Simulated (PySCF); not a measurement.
Species: C7H8ClO (doublet state).
Structure used (GFN2-xTB), in Å, numbered top down from 1:
```
atom  x, y, z in Å
C1    -1.237    2.212    0.299
C2    -0.909    1.040   -0.214
C3    -0.769   -0.225    0.600
C4    -1.420   -1.418   -0.098
C5     0.678   -0.445    0.743
O6     1.693    0.309    1.365
C7     1.899   -0.357    0.131
C8     2.900   -0.575   -0.699
Cl9    2.647   -1.505   -2.127
H10   -1.304    3.097   -0.311
H11   -1.454    2.335    1.347
H12   -0.674    0.931   -1.264
H13   -1.204   -0.074    1.592
H14   -0.947   -1.598   -1.060
H15   -2.476   -1.217   -0.258
H16   -1.321   -2.315    0.509
H17    3.891   -0.183   -0.564
```

The hyperfine couplings belong to this conformer and change with its torsions.

As a line formula: `O1[C]([C@H](C)C=C)/C1=C\Cl` [radical].

Theory: PySCF 2.14.0, UKS B3LYP, pcH-1 on C Cl H O, non-relativistic, mean-field spin-orbit, GIAO. Isolated species at its GFN2-xTB geometry (one conformer only). A GFN2-xTB geometry isn't a minimum of the functional, and hyperfine couplings can be far from their values at a DFT geometry. The SCF solution wasn't tested for stability.

**Question.** What is the g tensor, term by term?

**Answer.** 
```json
{"Δg (ppm)": "relativistic mass correction", "1": "-205", "2": "-205", "3": "-205"}
{"Δg (ppm)": "gauge correction", "1": "4", "2": "22", "3": "24"}
{"Δg (ppm)": "orbital Zeeman/spin–orbit", "1": "-14", "2": "1618", "3": "3119"}
{"Δg (ppm)": "total", "1": "-215", "2": "1436", "3": "2939"}
```

So g = 2.00210, 2.00376, 2.00526 and g_iso = 2.00371; the tensor is rhombic: the two nearest values differ by 48 % of g3 − g1. Axes: g2 points within 13° of the C5–O6 bond and g3 points within 6° of the C7–C8 bond.

**Question.** At 9.362 GHz, how far is the centre of the isotropic spectrum from where a free electron (g = 2.002319) resonates?

**Answer.** B = hν/(g μB) with μB/h = 13.99624 MHz/mT gives 334.06 mT for the free electron and 333.83 mT at g_iso, 0.23 mT lower.

**Question.** How much does each term add to the isotropic shift?

**Answer.** The orbital-Zeeman/spin–orbit term 1575, the mass correction -205 and the gauge correction 17 ppm, for a total of 1386 ppm. The orbital-Zeeman/spin–orbit term is the largest in size. The mass correction is the same along every axis, so the anisotropy comes from the other two: their spans along these axes are 20 (gauge) and 3133 ppm (orbital Zeeman/spin–orbit).

**Question.** In a frozen sample, at which fields do the three g values resonate at 9.5, 34, 94 and 263 GHz (hyperfine left aside), and which band first spreads them over more than twice a line width of 0.3 mT?

**Answer.** 
```csv
band,GHz,B(g3) mT,B(g2) mT,B(g1) mT,spread mT
X,9.5,338.49,338.74,339.02,0.53
Q,34.0,1211.43,1212.34,1213.33,1.91
W,94.0,3349.24,3351.75,3354.51,5.28
J,263.0,9370.74,9377.77,9385.50,14.76
```

The spread grows in proportion to the frequency. Q band is the first where it exceeds 0.6 mT.

Largest spin populations (Mulliken): C5 (+0.76), O6 (+0.16), C8 (+0.11) and C7 (-0.09). The positive populations add up to 1.14 and the negative ones to -0.14, together 2S = 1. The angles at C5 add up to 339.1°, so it is pyramidal.

The HOMO–LUMO gaps are 5.45 eV among the α and 4.27 eV among the β orbitals.
